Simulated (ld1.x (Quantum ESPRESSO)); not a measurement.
**Before and after: RRKJ potential for Au**

- Element: gold (Au)
- Generator: ld1.x (Quantum ESPRESSO) 7.5
- Type: norm-conserving RRKJ (Kleinman–Bylander form)
- Functional: PBE
- Relativity: scalar-relativistic
- Frozen core: [Kr] 4d10 4f14
- Valence charge: 19
- Reference configuration: 5s2 5p6 5d10 6s1 6p0
- Partial waves: 5s (bound): rc 1.10 bohr; 5p (bound): rc 1.75 bohr; 5d (bound): rc 1.70 bohr
- Local potential: all-electron potential smoothed inside 1.35 bohr (lloc = -1)
- Core correction: none
- rho0: 0.02

Occupied shells without a wave of their own: 6s. They enter only through the test configuration that unscreens the potential.

Change: wave 5d (bound): rc 1.70 bohr becomes 5d (bound): rc 2.18 bohr.

Cutoffs: the cutoffs (Ry, on a coarse ladder) from which the occupation-weighted sum of valence levels, in a spherical-Bessel basis at the reference potential, stays within 10 and 1 mRy of its value at 400 Ry; they do not see the model core or the augmentation charge, which bear on the density cutoff. Errors are all-electron minus pseudo energies relative to the spin-unpolarised reference configuration.

Q: Predict the effect on cutoff, ghosts and configuration errors.

A: The potential gets neither clearly harder nor softer (140 Ry and 200 Ry → 140 Ry and 200 Ry); the s channel sets the loose cutoff, while the largest relative change is in d, which becomes softer; of the 7 tests that both files solve, the error grows in 2 and shrinks in 0 by more than 15 % and 0.3 meV (median size 117.3 → 109.4 meV); neither file shows a bound ghost.

| quantity | base | changed |
| --- | --- | --- |
| cutoff, loose | 140 Ry | 140 Ry |
| cutoff, tight | 200 Ry | 200 Ry |
| loose cutoff by channel (10 mRy a level) | s 140 Ry, p 30 Ry, d 35 Ry | s 140 Ry, p 30 Ry, d 30 Ry |
| bound ghosts | none | none |
| largest miss of a reference level, eV | 0.07 | 0.07 |
| error for 5s2 5p6 5d10 6s0 6p0, meV [ΔE 9.41 eV] | +85 | +86 |
| error for 5s2 5p6 5d9 6s0 6p0, meV [ΔE 30.62 eV] | +117 | +109 |
| error for 5s2 5p6 5d8 6s0 6p0, meV [ΔE 64.49 eV] | +155 | +144 |
| error for 5s2 5p6 5d9 6s2 6p0, meV [ΔE 1.69 eV] | -77 | -69 |
| error for 5s2 5p6 5d9 6s1 6p0, meV [ΔE 12.12 eV] | +2.8 | +3.6 |
| error for 5s2 5p6 5d10 6s0 6p1, meV [ΔE 5.25 eV] | +159 | +159 |
| error for 5s2 5p5 5d10 6s1 6p0, meV [ΔE 66.11 eV] | -154 | -243 |

Changed file: The 6s level has no wave, so the channel is fitted at the deeper level alone: the likely source of the large errors.
